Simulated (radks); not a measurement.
Cl12+, configuration [He] 2s2 2p1. Method: Dirac Kohn-Sham, BLYP, spin-unpolarised, spherical densities, point nucleus; open shells fill j = l - 1/2 first; computed with a radial shooting solver on a logarithmic mesh with Libxc functionals.

Spin-orbit splittings of the eigenvalues, e(l+1/2) - e(l-1/2), with zeta = 2 splitting/(2l+1) and mean radii in bohr:

shell  occ.  splitting (eV)  zeta (eV)  <r> j=l-1/2  <r> j=l+1/2
2p        1               ?          ?       0.3413       0.3430
3p        0          0.6050     0.4033       0.9207       0.9231
3d        0          0.1454    0.05814       0.8079       0.8087

Estimate the 2p splitting.

Answer. 2.445 eV (zeta = 1.630 eV).
